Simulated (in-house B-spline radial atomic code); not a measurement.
**Ionising the argon ion Ar⁵⁺ with different functionals**

Computed with a radial B-spline atomic code at the basis-set limit: non-relativistic Hamiltonian, point nucleus, spin-polarised at highest spin, spherical fractional occupations for the functionals, and exact exchange of hybrids averaged over the configuration. The ionisation energy is the difference of two self-consistent energies, [Ne] 3s2 3p1 → [Ne] 3s2, without Breit or QED terms; ε is the level of the shell that loses the electron (its least bound occupied spin orbital).

| method | rung | ΔSCF (eV) | -ε(3p) (eV) |
| --- | --- | --- | --- |
| PBE0 | global hybrid | 91.03 | 85.02 |
| B3LYP | global hybrid | 91.19 | 84.67 |
| TPSSh | global hybrid | 90.97 | 83.79 |
| M06-2X | global hybrid | 91.39 | 87.54 |
| BHandHLYP | global hybrid | 91.03 | 87.03 |
| r2SCAN0 | global hybrid | 90.85 | 85.02 |
| B97-1 | global hybrid | 90.96 | 84.61 |
| HSE06 | range-separated hybrid | 91.03 | 84.59 |
| wB97X | range-separated hybrid | 90.95 | 87.64 |
| CAM-B3LYP | range-separated hybrid | 91.19 | 86.62 |
| LC-wPBE | range-separated hybrid | 91.26 | 88.25 |

Q: Among the functionals, which spreads more, the ΔSCF values or the orbital energies?

A: The orbital energies: ΔSCF values span about 0.54 eV and the orbital energies 4.46 eV; here energy differences depend much less on the functional than eigenvalues do.

Q: How do they compare with the NIST value?

A: NIST lists 91.29 eV ± 0.01 (measured, ground level to ground level). Errors run from -0.44 to +0.10 eV; LC-wPBE is closest (-0.03 eV), but part of that can be cancellation, since the calculations leave out relativity, Breit-QED terms, multiplet and fine-structure energies.
